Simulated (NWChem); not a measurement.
System: 1,1,1,2-tetrafluoroethane (C2H2F4); SMILES FC(F)(F)CF

Parts of the log:

```
             Northwest Computational Chemistry Package (NWChem) 7.3.0
             --------------------------------------------------------

 CS  symmetry detected

                             Geometry "geometry" -> ""
                             -------------------------

 Output coordinates in angstroms (scale by  1.889725989 to convert to a.u.)

  No.       Tag          Charge          X              Y              Z
 ---- ---------------- ---------- -------------- -------------- --------------
    1 F                    9.0000    -0.08515688     1.94215056     0.00000000
    2 C                    6.0000     0.76853914     0.88729208     0.00000000
    3 C                    6.0000    -0.01260153    -0.40906608     0.00000000
    4 F                    9.0000    -0.78768150    -0.51471000     1.07593079
    5 F                    9.0000    -0.78768150    -0.51471000    -1.07593079
    6 F                    9.0000     0.84445584    -1.43358783     0.00000000
    7 H                    1.0000     1.40447537     0.90917967     0.89939312
    8 H                    1.0000     1.40447537     0.90917967    -0.89939312

 Effective nuclear repulsion energy (a.u.)     273.4794937140

      Symmetry information
      --------------------

 Group name             Cs
 Group number              2
 Group order               2
 No. of unique centers     6

                                 NWChem DFT Module
                                 -----------------

 Summary of "ao basis" -> "ao basis" (spherical)
 ------------------------------------------------------------------------------
       Tag                 Description            Shells   Functions and Types
 ---------------- ------------------------------  ------  ---------------------
 F                           6-31g*                  6       14   3s2p1d
 C                           6-31g*                  6       14   3s2p1d
 H                           6-31g*                  2        2   2s

      Symmetry analysis of basis
      --------------------------

        a'         56
        a"         32

            General Information
            -------------------
          SCF calculation type: DFT
          Wavefunction type:  closed shell.
          No. of atoms     :     8
          No. of electrons :    50
           Alpha electrons :    25
            Beta electrons :    25
          Charge           :     0
          Spin multiplicity:     1
          Use of symmetry is: on ; symmetry adaption is: on
          Maximum number of iterations: 150
          AO basis - number of functions:    88
                     number of shells:    40
          Convergence on energy requested:  1.00D-06
          Convergence on density requested:  1.00D-05
          Convergence on gradient requested:  5.00D-04

              XC Information
              --------------
                       M06-2X Method XC Functional
                     Hartree-Fock (Exact) Exchange  0.540
                        M06-2X Exchange Functional  1.000
                      M06-2X Correlation Potential  1.000

             Grid Information
             ----------------
          Grid used for XC integration:  xcoarse
          Radial quadrature: Mura-Knowles
          Angular quadrature: Lebedev.
          Tag              B.-S. Rad. Rad. Pts. Rad. Cut. Ang. Pts.
          ---              ---------- --------- --------- ---------
          F                   0.50       21           8.0       194
          C                   0.70       21           7.0       194
          H                   0.35       21           7.0       194
          Grid pruning is: on
          Number of quadrature shells:   126
          Spatial weights used:  Erf1

      Superposition of Atomic Density Guess
      -------------------------------------

 Sum of atomic energies:        -473.80630147

      Non-variational initial energy
      ------------------------------

 Total energy =    -475.760701
 1-e energy   =   -1204.043980
 2-e energy   =     454.803786
 HOMO         =      -0.376465
 LUMO         =       0.164532

      Symmetry analysis of molecular orbitals - initial
      -------------------------------------------------

  Numbering of irreducible representations:

     1 a'          2 a"

  Orbital symmetries:

     1 a'          2 a"          3 a'          4 a'          5 a'
     6 a'          7 a'          8 a'          9 a"         10 a'
    11 a'         12 a'         13 a'         14 a"         15 a'
    16 a'         17 a"         18 a'         19 a"         20 a'
    21 a"         22 a'         23 a"         24 a"         25 a'
    26 a'         27 a'         28 a"         29 a'         30 a"
    31 a'         32 a'         33 a'         34 a'         35 a'

     ---------------------------------------------
      Total Density - Mulliken Population Analysis
     ---------------------------------------------

    Atom       Charge   Shell Charges
 -----------   ------   -------------------------------------------------------
    1 F    9     9.48   2.00  0.94  3.41  1.00  2.11  0.01
    2 C    6     5.92   2.00  0.69  1.75  0.58  0.84  0.06
    3 C    6     4.45   2.00  0.62  1.23  0.20  0.27  0.13
    4 F    9     9.49   2.00  0.94  3.42  1.01  2.11  0.01
    5 F    9     9.49   2.00  0.94  3.42  1.01  2.11  0.01
    6 F    9     9.49   2.00  0.94  3.41  1.02  2.12  0.01
    7 H    1     0.83   0.48  0.35
    8 H    1     0.83   0.48  0.35

   convergence    iter        energy       DeltaE   RMS-Dens  Diis-err
 ---------------- ----- ----------------- --------- --------- ---------
 d= 0,ls=0.0,diis     1   -476.4391413285 -7.50D+02  1.50D-02  1.81D+00
 d= 0,ls=0.0,diis     2   -476.4200869474  1.91D-02  7.23D-03  2.62D+00
 d= 0,ls=0.0,diis     3   -476.6342663211 -2.14D-01  6.36D-04  7.50D-03
 d= 0,ls=0.0,diis     4   -476.6349335236 -6.67D-04  2.45D-04  1.01D-03
 d= 0,ls=0.0,diis     5   -476.6350276811 -9.42D-05  5.80D-05  6.95D-05
  Resetting Diis
 d= 0,ls=0.0,diis     6   -476.6350334336 -5.75D-06  2.28D-05  1.24D-05
 d= 0,ls=0.0,diis     7   -476.6350345159 -1.08D-06  5.01D-06  1.55D-07
 d= 0,ls=0.0,diis     8   -476.6350345328 -1.69D-08  1.73D-06  7.30D-08

         Total DFT energy =     -476.635034532818
      One electron energy =    -1204.237398499002
           Coulomb energy =      507.486619992685
    Exchange-Corr. energy =      -53.363749740551
 Nuclear repulsion energy =      273.479493714048

 Numeric. integr. density =       49.998704853657

                  Occupations of the irreducible representations
                  ----------------------------------------------

                     irrep           alpha         beta
                     --------     --------     --------
                     a'               17.0         17.0
                     a"                8.0          8.0

                       DFT Final Molecular Orbital Analysis
                       ------------------------------------

 Vector   23  Occ=2.000000D+00  E=-5.053343D-01  Symmetry=a"
              MO Center= -2.9D-01, -7.8D-01,  5.4D-14, r^2= 2.0D+00
   Bfn.  Coefficient  Atom+Function         Bfn.  Coefficient  Atom+Function
  ----- ------------  ---------------      ----- ------------  ---------------
    75      0.382112  6 F  pz                45     -0.302650  4 F  px
    59      0.302650  5 F  px                79      0.270021  6 F  pz
    47     -0.215548  4 F  pz                61     -0.215548  5 F  pz
    49     -0.212538  4 F  px                63      0.212538  5 F  px
    46      0.176588  4 F  py                60     -0.176588  5 F  py

 Vector   24  Occ=2.000000D+00  E=-4.442541D-01  Symmetry=a"
              MO Center=  5.6D-01,  1.3D+00,  4.8D-15, r^2= 1.8D+00
   Bfn.  Coefficient  Atom+Function         Bfn.  Coefficient  Atom+Function
  ----- ------------  ---------------      ----- ------------  ---------------
     5      0.467526  1 F  pz                 9      0.355062  1 F  pz
    19     -0.333813  2 C  pz                85     -0.206486  7 H  s
    87      0.206486  8 H  s                 86     -0.205219  7 H  s
    88      0.205219  8 H  s                 23     -0.080880  2 C  pz
    45      0.069653  4 F  px                59     -0.069653  5 F  px

 Vector   25  Occ=2.000000D+00  E=-4.309182D-01  Symmetry=a'
              MO Center=  2.1D-01,  5.5D-01,  2.6D-14, r^2= 2.4D+00
   Bfn.  Coefficient  Atom+Function         Bfn.  Coefficient  Atom+Function
  ----- ------------  ---------------      ----- ------------  ---------------
     3      0.274586  1 F  px                32      0.265608  3 C  py
     4      0.254627  1 F  py                17     -0.241908  2 C  px
    18     -0.232681  2 C  py                 7      0.209183  1 F  px
     8      0.200620  1 F  py                74     -0.197694  6 F  py
    34      0.172651  3 C  s                 46     -0.170763  4 F  py

 Vector   26  Occ=0.000000D+00  E= 1.288809D-01  Symmetry=a'
              MO Center=  6.7D-01,  7.8D-01,  8.0D-15, r^2= 2.7D+00
   Bfn.  Coefficient  Atom+Function         Bfn.  Coefficient  Atom+Function
  ----- ------------  ---------------      ----- ------------  ---------------
    20      0.820669  2 C  s                 86     -0.765848  7 H  s
    88     -0.765848  8 H  s                 21      0.724704  2 C  px
    22     -0.694565  2 C  py                 6      0.553916  1 F  s
    34     -0.428879  3 C  s                 17      0.291159  2 C  px
     8     -0.275346  1 F  py                36     -0.221951  3 C  py

 Vector   27  Occ=0.000000D+00  E= 1.611345D-01  Symmetry=a'
              MO Center=  1.3D+00,  7.6D-01, -1.9D-15, r^2= 3.0D+00
   Bfn.  Coefficient  Atom+Function         Bfn.  Coefficient  Atom+Function
  ----- ------------  ---------------      ----- ------------  ---------------
    20      1.690023  2 C  s                 86     -1.213322  7 H  s
    88     -1.213322  8 H  s                 21      0.598522  2 C  px
    22      0.529404  2 C  py                 6     -0.365178  1 F  s
    36      0.362763  3 C  py                76      0.306287  6 F  s
     7     -0.253910  1 F  px                35     -0.227723  3 C  px

 Vector   28  Occ=0.000000D+00  E= 1.698375D-01  Symmetry=a"
              MO Center=  1.1D+00,  6.3D-01, -1.4D-14, r^2= 3.1D+00
   Bfn.  Coefficient  Atom+Function         Bfn.  Coefficient  Atom+Function
  ----- ------------  ---------------      ----- ------------  ---------------
    86      1.300398  7 H  s                 88     -1.300398  8 H  s
    23     -1.049866  2 C  pz                19     -0.362970  2 C  pz
    33     -0.315625  3 C  pz                37     -0.309685  3 C  pz
    48      0.219454  4 F  s                 62     -0.219454  5 F  s
     9      0.155312  1 F  pz                49      0.148328  4 F  px

     ---------------------------------------------
      Total Density - Mulliken Population Analysis
     ---------------------------------------------

    Atom       Charge   Shell Charges
 -----------   ------   -------------------------------------------------------
    1 F    9     9.32   2.00  0.92  3.27  1.04  2.07  0.02
    2 C    6     6.04   2.00  0.68  2.02  0.55  0.72  0.07
    3 C    6     5.09   2.00  0.71  1.80  0.11  0.32  0.16
    4 F    9     9.30   2.00  0.93  3.28  1.04  2.04  0.02
    5 F    9     9.30   2.00  0.93  3.28  1.04  2.04  0.02
    6 F    9     9.31   2.00  0.93  3.28  1.04  2.05  0.02
    7 H    1     0.82   0.53  0.29
    8 H    1     0.82   0.53  0.29

     -------------------------------------------
      Total Density - Lowdin Population Analysis
     -------------------------------------------

    Atom       Charge   Shell Charges
 -----------   ------   -------------------------------------------------------
    1 F    9     9.14   1.99  0.92  3.16  0.83  2.21  0.04
    2 C    6     6.09   1.99  0.54  1.83  0.42  1.15  0.16
    3 C    6     5.78   1.98  0.50  1.61  0.35  0.95  0.39
    4 F    9     9.09   1.99  0.92  3.16  0.81  2.16  0.04
    5 F    9     9.09   1.99  0.92  3.16  0.81  2.16  0.04
    6 F    9     9.09   1.99  0.92  3.16  0.81  2.17  0.04
    7 H    1     0.86   0.50  0.36
    8 H    1     0.86   0.50  0.36

     Multipole analysis of the density
     ---------------------------------

     L   x y z        total         alpha         beta         nuclear
     -   - - -        -----         -----         ----         -------
     0   0 0 0     -0.000000    -25.000000    -25.000000     50.000000

     1   1 0 0      0.696575      0.348287      0.348287     -0.000000
     1   0 1 0      0.127165      0.063582      0.063582     -0.000000
     1   0 0 1     -0.000000     -0.000000     -0.000000      0.000000

     2   2 0 0    -22.272815    -56.026729    -56.026729     89.780643
     2   1 1 0      1.306677     -2.185794     -2.185794      5.678264
     2   1 0 1      0.000000      0.000000      0.000000      0.000000
     2   0 2 0    -25.404744   -128.036554   -128.036554    230.668364
     2   0 1 1     -0.000000     -0.000000     -0.000000      0.000000
     2   0 0 2    -23.117273    -51.652945    -51.652945     80.188617

            General Information
            -------------------
          SCF calculation type: DFT
          Wavefunction type:  closed shell.
          No. of atoms     :     8
          No. of electrons :    50
           Alpha electrons :    25
            Beta electrons :    25
          Charge           :     0
          Spin multiplicity:     1
          Use of symmetry is: on ; symmetry adaption is: on
          Maximum number of iterations: 150
          AO basis - number of functions:    88
                     number of shells:    40
          Convergence on energy requested:  1.00D-06
          Convergence on density requested:  1.00D-05
          Convergence on gradient requested:  5.00D-04

              XC Information
              --------------
                       M06-2X Method XC Functional
                     Hartree-Fock (Exact) Exchange  0.540
                        M06-2X Exchange Functional  1.000
                      M06-2X Correlation Potential  1.000

             Grid Information
             ----------------
          Grid used for XC integration:  xcoarse
          Radial quadrature: Mura-Knowles
          Angular quadrature: Lebedev.
          Tag              B.-S. Rad. Rad. Pts. Rad. Cut. Ang. Pts.
          ---              ---------- --------- --------- ---------
          F                   0.50       21           8.0       194
          C                   0.70       21           7.0       194
          H                   0.35       21           7.0       194
          Grid pruning is: on
          Number of quadrature shells:   126
          Spatial weights used:  Erf1

          Convergence Information
          -----------------------
          Convergence aids based upon iterative change in
          total energy or number of iterations.
          Levelshifting, if invoked, occurs when the
          HOMO/LUMO gap drops below (HL_TOL):  1.00D-02
          DIIS, if invoked, will attempt to extrapolate
          using up to (NFOCK): 10 stored Fock matrices.

[...]

                         DFT ENERGY GRADIENTS

    atom               coordinates                        gradient
                 x          y          z           x          y          z
   1 F      -0.160923   3.670132   0.000000    0.005892  -0.004641   0.000000
   2 C       1.452328   1.676739   0.000000   -0.014548   0.004280   0.000000
   3 C      -0.023813  -0.773023   0.000000    0.000096  -0.004416   0.000000
   4 F      -1.488502  -0.972661   2.033214    0.003815   0.000050  -0.005738
   5 F      -1.488502  -0.972661  -2.033214    0.003815   0.000050   0.005738
   6 F       1.595790  -2.709088   0.000000   -0.004959   0.004971   0.000000
   7 H       2.654074   1.718100   1.699607    0.002945  -0.000147   0.003311
   8 H       2.654074   1.718100  -1.699607    0.002945  -0.000147  -0.003311
```

Level: M06-2X/6-31G* (spherical d). Structure relaxed at the PBE0/def2-SVP level.

Question: Write an input that gives this output.

Answer: One answer among several that fit: the input that was run:
```
start job
memory heap 200 mb stack 900 mb global 1100 mb
geometry units angstroms noautoz
  F     -0.134736     1.947831     0.003527
  C      0.745033     0.914670    -0.006873
  C     -0.003389    -0.400832    -0.000222
  F     -0.763570    -0.527201     1.084078
  F     -0.787502    -0.524483    -1.067649
  F      0.878974    -1.403581    -0.011289
  H      1.389642     0.951562     0.885827
  H      1.370733     0.953372    -0.912859
end
basis spherical
  * library 6-31g*
end
dft
  xc m06-2x
  grid xcoarse
  iterations 150
  mulliken
end
task dft gradient
```
